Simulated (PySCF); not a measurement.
Planning a shielding job on `C=CC[Si@@H](C)P[SiH3]`.

Method: GIAO KT3/pcSseg-1 NMR shielding, non-relativistic, gas phase (PySCF 2.14.0, density-fitted response routines). Geometry: PBE0-D3(BJ)/def2-SVP. Work: shieldings, density fitting. The command runs a driver script over a list of jobs; the input below is this job's line of settings and its coordinates in Å.

Command:
```bash
OMP_NUM_THREADS=1 python probes_run.py task.json out
```

Input:
```
{"job": {"kind": "nmr", "xc": "KT3", "basis": "pcSseg-1", "pop": false}, "charge": 0, "multiplicity": 1}
C      2.098510    -1.416671    -1.069304
C      2.047668    -0.517232    -0.083311
C      1.085567    -0.533342     1.057214
Si    -0.232374     0.823256     0.891871
C      0.549654     2.530564     0.937178
P     -1.248099     0.558287    -1.121798
Si    -2.161476    -1.461625    -0.689379
H      1.434109    -2.286253    -1.086276
H      2.806377    -1.314607    -1.895000
H      2.739109     0.334457    -0.120355
H      1.601355    -0.358277     2.018580
H      0.581014    -1.510765     1.136670
H     -1.212603     0.685112     2.017721
H      1.257926     2.656795     0.104516
H     -0.217498     3.315352     0.849297
H      1.089600     2.688252     1.884603
H     -2.424974     1.270444    -0.726412
H     -3.296674    -1.687810    -1.634271
H     -2.663962    -1.610144     0.713394
H     -1.126865    -2.512120    -0.927700
```

Hardware: Intel Xeon at 2.50 GHz, one thread, shared host with 64 logical CPUs at a one-minute load of 60. PySCF's memory limit was set to 1280 MB.

The basis has 205 functions.

Problem. Which is nearest to the wall time?
A. 2.4 min
B. 19 min
C. 2.4 h

Solution. A. The run took 2.4 min. The SCF took 15 cycles.

Problem. How much memory does it need at the peak?

Solution. About 0.86 GiB. Peak memory is the resident size of the whole Python process, interpreter and libraries included.

Problem. At this speed, how long would 20000 such jobs take on 32 cores, one job a core?

Solution. 20000/32 gives 625 rounds of 2.4 min, about 25 h of wall time and 800 core-hours, if the jobs don't slow each other.

The SCF part of the output:
```
coarse grid: 17280 points
cycle   1  E = -1090.1740865322  dE =  1.258e-01  |g| = 5.922e-01  |ddm| = 3.965e+00
cycle   2  E = -1090.0663975988  dE =  1.077e-01  |g| = 8.413e-01  |ddm| = 1.604e+00
cycle   3  E = -1090.2728123630  dE = -2.064e-01  |g| = 7.376e-02  |ddm| = 1.071e+00
cycle   4  E = -1090.2744208541  dE = -1.608e-03  |g| = 3.014e-02  |ddm| = 1.658e-01
cycle   5  E = -1090.2746335486  dE = -2.127e-04  |g| = 1.663e-02  |ddm| = 5.078e-02
cycle   6  E = -1090.2747077160  dE = -7.417e-05  |g| = 4.592e-03  |ddm| = 1.903e-02
cycle   7  E = -1090.2747141488  dE = -6.433e-06  |g| = 1.074e-03  |ddm| = 7.186e-03
final grid: 150448 points
cycle   8  E = -1090.3332807321  dE = -2.060e-04  |g| = 1.597e-02  |ddm| = 4.453e-02
cycle   9  E = -1090.3332733633  dE =  7.369e-06  |g| = 1.126e-02  |ddm| = 2.079e-02
cycle  10  E = -1090.3332923711  dE = -1.901e-05  |g| = 5.108e-03  |ddm| = 1.974e-02
cycle  11  E = -1090.3333004625  dE = -8.091e-06  |g| = 1.285e-03  |ddm| = 8.171e-03
cycle  12  E = -1090.3333009266  dE = -4.641e-07  |g| = 2.293e-04  |ddm| = 1.287e-03
cycle  13  E = -1090.3333009417  dE = -1.511e-08  |g| = 6.418e-05  |ddm| = 4.354e-04
cycle  14  E = -1090.3333009430  dE = -1.304e-09  |g| = 1.709e-05  |ddm| = 1.112e-04
cycle  15  E = -1090.3333009431  dE = -7.503e-11  |g| = 3.613e-06  |ddm| = 2.623e-05
converged SCF energy = -1090.3333009431
```

On the final grid dE counts from the start density on that grid.

Other jobs ran on the host; a repeat could differ by tens of per cent or more.
